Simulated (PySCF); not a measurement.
**State search for TcF**

Unrestricted PBE0; PySCF, spin-free X2C with a Gaussian nucleus, basis sets Tc x2c-TZVPPall, F x2c-TZVPPall. Outer shells of the fragments: Tc 4d5 5s2; F 2s2 2p5.

Followed along the bond (rough minima from three points):

```tsv
2Ms+1	unpaired	⟨S²⟩ at the start	R at minimum (Å)	Te (eV)
7	σ ↑↑, π ↑↑, δ ↑↑	12.00	1.97	0.00
5	σ ↑, π ↑↑, δ ↑	6.01	1.87	0.31
5	π ↑↑, δ ↑↑	6.12	1.88	0.44
5	σ ↑, π ↑, δ ↑↑	6.01	1.92	0.56
3	σ ↓, π ↑↑, δ ↑	3.01	1.85	1.27
1	σ ↓, π ↑↑, δ ↓	2.00	1.86	1.55
```

Solutions found at the starting distance of 1.855 Å, counted from the lowest of them; the search is not exhaustive and high or unbound solutions are not listed, so other states can lie among these:

```csv
2Ms+1,unpaired,term,E (eV),⟨S²⟩,⟨Lz²⟩,μ (D)
7,"σ ↑↑, π ↑↑, δ ↑↑",⁷Σ⁺,0.00,12.00,0.00,-1.07
5,"σ ↑, π ↑↑, δ ↑",⁵Δ,0.19,6.01,4.01,-3.94
5,"π ↑↑, δ ↑↑",⁵Σ⁺,0.32,6.12,0.00,-3.72
5,"σ ↑, π ↑, δ ↑↑",⁵Π,0.48,6.01,1.01,-3.57
3,"σ ↓, π ↑↑, δ ↑",mixed,1.15,3.01,4.01,-3.87
1,"σ ↓, π ↑↑, δ ↓",mixed,1.43,2.00,4.01,-3.95
3,"π ↑↑, δ ↑↓",mixed,1.43,3.01,8.01,-3.85
3,"σ ↑, π ↑↑, δ ↓",mixed,1.61,3.00,4.01,-3.62
5,"σ ↑↑, π ↑↑, δ ↑↓",mixed,1.86,7.00,8.01,-0.82
3,"π ↑, δ ↑",mixed,1.86,2.03,4.92,-3.56
```

A term symbol is given only where ⟨S²⟩ and ⟨Lz²⟩ are close to those of a pure state; real π, δ and φ orbitals otherwise mix terms. A positive dipole means Tc(−)F(+).

Task: Compare the gap between the two lowest followed solutions at the starting distance with the gap between their minima.

Result: At PBE0 the second solution (quintet, unpaired electrons σ ↑, π ↑↑, δ ↑) lies +0.19 eV from the first (septet, unpaired electrons σ ↑↑, π ↑↑, δ ↑↑) at 1.855 Å and +0.31 eV at the minima; the two curves relax by different amounts, since their minima lie near 1.87 and 1.97 Å.

Spin–orbit coupling is left out. With d or f electrons several states lie close, and the lowest PBE0 determinant need not be the measured ground state.
